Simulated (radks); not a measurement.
Results of a calculation; reference values are marked as such.
Trend from N to Bi: ionisation energy by Delta-SCF between NIST ground configurations, and size. Level of theory: scalar-relativistic Kohn-Sham, PBEsol, spin-polarised, spherical densities, finite nucleus; open shells are filled with parallel spins first (spin-orbit coupling, left out, can overturn this in heavy ions); Fermi nuclear charge, rms radius of each element as measured or else 0.836 A^(1/3) + 0.57 fm (a radial shooting solver on a logarithmic mesh with Libxc functionals).

\begin{tabular}{lrrrr}
species & configuration & IE (eV) & NIST (eV) & kind \\ \hline
N & [He] 2s2 2p3 & 14.848 & 14.534 & exp. \\
P & [Ne] 3s2 3p3 & 10.492 & 10.487 & exp. \\
As & [Ar] 3d10 4s2 4p3 & 9.896 & 9.789 & exp. \\
Sb & [Kr] 4d10 5s2 5p3 & 8.985 & 8.608 & exp. \\
Bi & [Hg] 6p3 & 8.566 & 7.286 & exp. \\
\end{tabular}

Reference values: NIST Atomic Spectra Database (exp. = measured, semi-emp. = semi-empirical, theory = theoretical value adopted there). Open shells are spherical and high-spin; term and fine-structure splittings are not resolved. Spin-orbit splitting is averaged out at the scalar-relativistic level.
